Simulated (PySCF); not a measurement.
Atoms are numbered as in `[NH:1]1[SiH2:2][NH:3][SiH2:4][NH:5][SiH2:6]1`; H(Xn) means a hydrogen on atom n.

GIAO PBE0/pcSseg-1 shifts (PySCF 2.14, gas phase, non-relativistic, equivalent atoms averaged), each against references optimised in the same way as the molecule (NH3, TMS).

On the GFN2-xTB geometry: N1/N3/N5 13.1, Si2/Si4/Si6 -36.6, H(Si2)/H(Si4)/H(Si6) 5.58, H(N1)/H(N3)/H(N5) -0.74 ppm.

**Question.** What changes on the PBE0-D3(BJ)/def2-SVP geometry?

**Answer.** 
```tsv
atoms	δ (ppm)	change
N1/N3/N5	37.8	+24.7
Si2/Si4/Si6	-34.9	+1.7
H(Si2)/H(Si4)/H(Si6)	5.23	-0.35
H(N1)/H(N3)/H(N5)	0.74	+1.48
```

Bonds between heavy atoms that differ most (equivalent bonds averaged): N1–Si2 1.726 → 1.742 Å. Mean change of bonds to hydrogen: N–H +0.010 Å, Si–H +0.024 Å. The two structures also differ in conformation, which adds to the changes.
